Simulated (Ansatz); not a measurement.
W2S4⁻. Charge -1, multiplicity 2. Geometry PBE-D4/def2-SVPD, basis def2-TZVPD, Ansatz.

```tsv
atom	x (Å)	y (Å)	z (Å)
W1	0.496	-0.888	0.666
W2	-0.711	0.986	-0.057
S3	1.820	-1.829	-0.817
S4	-1.866	-1.035	0.431
S5	-0.397	1.604	-2.144
S6	0.658	1.162	1.921
```

```
run  HOMO (eV)  LUMO (eV)
  A      -3.04       0.97
  B      -1.17      -0.63
  C      -0.99      -0.73
  D      -1.89      -0.03
```

In the def2 sets W takes a core potential; there is no spin–orbit coupling. No other spin state of charge -1 was run. Another isomer (doublet) lies 0.22 eV lower at PBE0-D4/def2-TZVPD; other spin states weren't run for this one.

HOMO and LUMO are taken over both spins.

Task: The runs used CAM-B3LYP, PBE, PBE0, r2SCAN. Estimate which is which.

Result: A CAM-B3LYP (range-separated); B r2SCAN (0 % exact exchange); C PBE (0 % exact exchange); D PBE0 (25 % exact exchange). Exact exchange lowers occupied and raises empty levels; among semilocal functionals meta-GGAs tend to open the gap a little, and such runs are hard to tell apart. The gap grows from 0.26 eV (PBE) to 4.01 eV (CAM-B3LYP). At CAM-B3LYP-D4/def2-TZVPD, r2SCAN-D4/def2-TZVPD, PBE0-D4/def2-TZVPD the charge -1 doublet is spin-contaminated (final ⟨S²⟩ up to 1.03, 0.75 for a pure state).
